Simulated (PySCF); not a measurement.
A species of formula C5H6F2 has this rotational fingerprint, computed with PySCF 2.14.0, PBE0-D3(BJ)/def2-SVP geometry optimisation, gas phase:

```
Rotational constants : A = 5064, B = 1576, C = 1350 MHz
Dipole components    : |μa| = 1.39 D, |μb| = 1.15 D, |μc| = 0.70 D
Inertial defect      : -46.15 u·Å²
κ                    : -0.88
```

Task: Which candidate fits, each taken in the one conformer that was computed?
A. `[CH2:1]=[C:2]=[CH:3][CH2:4][CH:5]([F:6])[F:7]` with C2–C3–C4–C5 -7°, C3–C4–C5–F6 -67°
B. `[CH3:1][C@@H:2]([F:3])[C@@H:4]1[CH:5]=[C:6]1[F:7]` with C1–C2–C4–C5 157°
C. `[F:1][CH:2]=[C:3]1[CH2:4][CH:5]([F:6])[CH2:7]1` with C2–C3–C4–C5 -153°, C3–C4–C5–F6 -137°, C4–C5–C7–C3 17°, C2–C3–C7–C5 153°
D. `CC#CC(C)(F)F`
E. `[CH2:1]=[CH:2][C@H:3]([F:4])[C:5](=[CH2:6])[F:7]` with C1–C2–C3–F4 -130°, C2–C3–C5–C6 116°

Result: A. It is C=C=CCC(F)F, an asymmetric top, point group C1. The candidates at the same level (rigid rotor, commonest isotopes):

| SMILES | A (MHz) | B (MHz) | C (MHz) | μa (D) | μb (D) | μc (D) | Δ (u·Å²) | point group | rotor |
| --- | --- | --- | --- | --- | --- | --- | --- | --- | --- |
| FC=C1CC(F)C1 | 8458 | 1365 | 1222 | 0.29 | 1.15 | 0.53 | -16.20 | C1 | near-prolate asymmetric top |
| C[C@@H](F)[C@@H]1C=C1F | 5011 | 1653 | 1314 | 0.77 | 0.33 | 0.09 | -22.09 | C1 | asymmetric top |
| C=C[C@H](F)C(=C)F | 3608 | 2245 | 1518 | 0.65 | 0.42 | 0.07 | -32.33 | C1 | asymmetric top |
| CC#CC(C)(F)F | 5081 | 1364 | 1353 | 2.19 | 1.92 | 0.01 | -96.47 | – | – |
| C=C=CCC(F)F | 5064 | 1576 | 1350 | 1.39 | 1.15 | 0.70 | -46.15 | C1 | asymmetric top |

`FC=C1CC(F)C1` has A 67 % too high; `C[C@@H](F)[C@@H]1C=C1F` has B 5 % too high; `CC#CC(C)(F)F` has B 13 % too low; `C=C[C@H](F)C(=C)F` has B 42 % too high. No structure here is proved a minimum.
